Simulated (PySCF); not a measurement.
**Correlation energy of Al (aluminium, neutral)**

[Ne] 3s2 3d1, 2D determinant (an excited configuration). Calculation: PySCF 2.14, in aug-cc-pVTZ-DK (6s5p3d2f, 50 functions); the spin-free X2C one-electron Hamiltonian (Gaussian nucleus). Frozen: [Ne]; 3 electrons correlated.

| level | correlation energy (mhartree) |
| --- | --- |
| CCSD | -57.34 |
| (T) | -4.88 |
| CCSD(T) | -62.22 |
| CCSDT | -64.99 |

Diagnostics: T1 = 0.067, D1 = 0.1622, largest double amplitude 0.320.

Q: Is a single reference adequate?

A: Not fully. The outer electron is Rydberg-like, and this basis confines it to a smaller radius and binds it less than a complete one would. T1 exceeds 0.03, a sign that the reference determinant is poor. A double-excitation amplitude exceeds 0.15, a sign of near-degeneracy.
